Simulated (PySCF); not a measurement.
From computed data to an observable: refractive index and permittivity of the vapour

C4H12Mo, SMILES [CH3][Mo]([CH3])([CH3])[CH3], multiplicity 1.

Coordinates come from a B3LYP-D3(BJ)/def2-SVP optimisation. The multiplicity is an assumed one; other spin states were not compared. The def2 effective core potentials stand for the cores of Mo; spin–orbit coupling is left out.

HF/def2-TZVP (PySCF) gives a mean static polarisability of 93.1 bohr³ and a dipole moment of 0.00 D. Take an ideal gas at 298.15 K and 1 bar, whether or not the substance is that volatile.

Problem. Work out n − 1 in the optical limit and the static ε − 1.

Solution. 
Polarisability volume α' = 93.1 × 0.148185 = 13.80 Å³. Number density N = p/kT = 2.43e-5 Å⁻³.
Dilute limit of Lorentz–Lorenz: n − 1 = 2π N α' = 0.0021.
Orientation term of Debye: μ²/(3kT) = 8.098 Å³ × μ²(D²) = 0.00 Å³.
ε − 1 = 4π N (α' + μ²/3kT) = 0.0042. With no permanent dipole, ε equals n² in this model. Vibrational polarisation and dispersion are left out.
